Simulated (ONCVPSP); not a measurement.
**PBEsol ONCV dataset for Al (Z = 13), fully relativistic all-electron reference.**

```json
{
 "Element": "aluminium",
 "Generator": "ONCVPSP 4.0.1",
 "Type": "optimised norm-conserving Vanderbilt (ONCV)",
 "Functional": "PBEsol",
 "Relativity": "fully relativistic",
 "Frozen core": "[He]",
 "Valence charge": "11",
 "Reference configuration": "2s2 2p6 3s1.75 3p1.25",
 "Partial waves": "2s+3s: rc 0.85 bohr, ncon 4, nbas 7, qcut 15.7 1/bohr, 2 projectors; 2p+3p: rc 0.95 bohr, ncon 3, nbas 6, qcut 14.8 1/bohr, 2 projectors",
 "Local potential": "polynomial inside 0.75 bohr (lpopt 5, dvloc0 1 Ha)",
 "Core correction": "Teter function, fcfact 5.75, rcfact 1.2"
}
```

Open shells are filled in proportion to 2j + 1.

Question: Estimate the cutoffs (Ha) at which the residual kinetic energy of the hardest occupied pseudo-wave falls to 1 and 0.1 mHa per electron.

Answer: 83 Ha and 94 Ha.

Question: What does a ghost test show?

Answer: No bound ghost flagged; no localised positive-energy state flagged.

Question: Tests: 2s2 2p6 3s2 3p1; 2s2 2p6 3s2 3p0; 2s2 2p6 3s1 3p0; 2s2 2p6 3s1 3p2. Which has the largest error in its energy relative to the reference configuration, and how large is it?

Answer: 2s2 2p6 3s1 3p0, with +0.9 meV (all-electron minus pseudo) on +23.64 eV.
